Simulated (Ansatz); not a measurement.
CH5FOSi2, SMILES O1[SiH2][Si@@H](F)C1.

Geometry optimised at B3LYP-D3(BJ)/def2-SVP. The structure was generated by enumeration; whether it is a known compound was not checked.

Two levels are set side by side: PBE/def2-SVPD (Ansatz, a quantum-chemistry and plane-wave program) and CAM-B3LYP/def2-SVPD (Ansatz). Energy differences of separate SCF runs at the same geometry; the states with an electron removed or added have multiplicity 2 and 2. Differences are taken from unrounded values.

```tsv
quantity	CAM-B3LYP
vertical ionisation energy (eV)	10.12
vertical singlet–triplet gap (eV)	5.29
```

Task: What does PBE give, and how far is it from CAM-B3LYP? (An estimate is asked for; the answer gives what the named calculation found.)

Result: 
| quantity | PBE | PBE minus CAM-B3LYP |
|---|---|---|
| vertical ionisation energy (eV) | 9.61 | -0.51 |
| vertical singlet–triplet gap (eV) | 4.71 | -0.58 |
